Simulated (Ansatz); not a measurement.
C₂H₇BN₂ (`NB1CNC1`), relaxed with RKS PBE0-D4/def2-TZVP in the Gaussian-basis code of Ansatz from a PBE-D4/def2-SVP geometry. The force threshold is 0.005 eV/Å; the program also tests the step.

The species carries charge 0 and has multiplicity 1.

Start:

```xyz
12

N     1.161   -0.185   -1.584
B     0.335   -0.064   -0.469
C     0.338   -0.616    1.030
N    -0.626    0.479    1.318
C    -0.979    0.766   -0.097
H     2.004   -0.761   -1.594
H     0.989    0.304   -2.463
H     1.263   -0.604    1.651
H    -0.089   -1.651    1.092
H    -1.413    0.227    1.929
H    -1.909    0.258   -0.465
H    -1.073    1.847   -0.348
```

**Question.** By how much does the energy fall, and how many steps does the optimiser take? (Best estimate.)

**Answer.** Ansatz gave: 4.87 kJ/mol, in 6 steps, 1 of them rejected.

**Question.** Which bonds change most? (Best estimate.)

**Answer.** The calculation gave: C5–H11 from 1.121 to 1.101 Å; C3–H9 from 1.121 to 1.101 Å; C5–H12 from 1.114 to 1.095 Å; C3–H8 from 1.114 to 1.095 Å.

**Question.** Give the relaxed structure. (Estimate.)

**Answer.** The calculation gave: 
```xyz
12

N     1.146   -0.195   -1.578
B     0.335   -0.060   -0.464
C     0.345   -0.605    1.025
N    -0.644    0.459    1.316
C    -0.966    0.770   -0.097
H     1.971   -0.770   -1.590
H     0.970    0.281   -2.446
H     1.250   -0.554    1.639
H    -0.057   -1.627    1.099
H    -1.432    0.167    1.879
H    -1.885    0.291   -0.466
H    -1.033    1.841   -0.315
```
